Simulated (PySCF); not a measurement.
NaCd⁻ at RHF-SCS-MP2

Level: RHF-SCS-MP2. PySCF, scalar-relativistic core potentials, basis sets Na def2-SVPD, Cd def2-SVPD with ECP28.

| Quantity | Value |
| --- | --- |
| state | ¹Σ⁺ (singlet), closed shell |
| bond length | 7.524 bohr |
| harmonic wavenumber | 42.6 cm⁻¹ |
| force constant | 0.0204 mdyn/Å |
| rotational constant Be | 0.05558 cm⁻¹ |
| anharmonicity ωexe | 0.633 cm⁻¹ |
| vibration–rotation constant αe | 0.00117 cm⁻¹ |

Correlated steps freeze 1 core orbital.
